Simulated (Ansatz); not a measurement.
Question: Name a neutral molecule of C, O, S, Si and H with HOMO energy (PBE0/def2-TZVPP) between -7.50 and -7.20 eV and HOMO energy (B3LYP/def2-TZVPP) between -7.20 and -6.90 eV (Ansatz, PBE0-D4/def2-TZVP geometry).

Answer: `CO[SiH](C)S` (-7.46 eV, -7.20 eV). Other molecules can fit too; these were computed, each in one conformer that needn't be the lowest.

B3LYP here is the variant with VWN-RPA as its local correlation; programs differ in this.
